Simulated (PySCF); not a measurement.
thiophene (C4H4S), SMILES c1ccsc1. Atoms are numbered in the order given.

```xyz
9

C      0.0000     0.7121     1.2698
C      0.0000    -0.7121     1.2698
C      0.0000    -1.2349     0.0031
S      0.0000     0.0000    -1.1895
C      0.0000     1.2349     0.0031
H      0.0000     1.3256     2.1718
H      0.0000    -1.3256     2.1718
H      0.0000    -2.2830    -0.2932
H      0.0000     2.2830    -0.2932
```

The structure is a stationary point at PBE0-D3(BJ)/def2-SVP.

Calculation: M06-2X/def2-TZVP (PySCF).

Symmetry labels are those of the subgroup C2v that the program uses (full group C2v).

Computed valence orbital energies around the gap with their symmetry:
```tsv
orbital	symmetry	energy (eV)
HOMO−7	A1	-16.01
HOMO−6	B2	-12.91
HOMO−5	A1	-12.36
HOMO−4	B1	-12.29
HOMO−3	B2	-12.09
HOMO−2	A1	-10.92
HOMO−1	B1	-8.31
HOMO	A2	-7.99
LUMO	B1	0.44
LUMO+1	B2	1.88
LUMO+2	A2	2.32
LUMO+3	A1	2.41
```
